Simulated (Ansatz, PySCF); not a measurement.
Gas-phase reaction (SMILES): CCB(N)N → [CH2]CB(N)N + H atom; the C-H bond at the site shown breaks (other sites are not compared here).

Structures are relaxed separately at B3LYP-D3(BJ)/def2-TZVP in Ansatz (an electronic-structure program), one conformer each, not searched for the lowest. Cores are frozen in the correlated levels unless marked. Open shells are spin-unrestricted. Spin-orbit coupling is left out. Non-relativistic. Basis-set limits of correlation are two-point, X^-3; Hartree-Fock from the larger set. Thermal terms are rigid-rotor harmonic-oscillator values from B3LYP-D3(BJ) frequencies (Ansatz or PySCF) at 298.15 K and 1 atm. 1 Eh = 627.5095 kcal/mol. Atoms have translation alone.

| species | E, CCSD(T)/CBS(cc-pVTZ,cc-pVQZ) (Ansatz) (Eh) | E, PBE/def2-TZVPD (Ansatz) (Eh) | H - E (Eh) |
|---|---|---|---|
| CCB(N)N | -215.81156 | -215.87222 | 0.13139 |
| [CH2]CB(N)N | -215.14045 | -215.20945 | 0.11692 |
| H atom | -0.49995 | -0.49962 | 0.00236 |

Work out ΔE and ΔH at 298.15 K at the first level, then ΔH at the second.


1. ΔE = [(-215.14045) + (-0.49995)] - [(-215.81156)] = 0.17116 Eh = 107.4 kcal/mol at CCSD(T)/CBS(cc-pVTZ,cc-pVQZ).
2. The terms H - E add up to -0.01211 Eh, so ΔH = (0.17116 + (-0.01211))×627.5095 = 99.8 kcal/mol.
3. At PBE/def2-TZVPD the same steps give ΔE = 102.4 and ΔH = 94.8 kcal/mol, a shift of -5.0 from the first level.
4. These values are not checked against measurement here, since the tables used lack a sound gas-phase enthalpy of formation for at least one species.
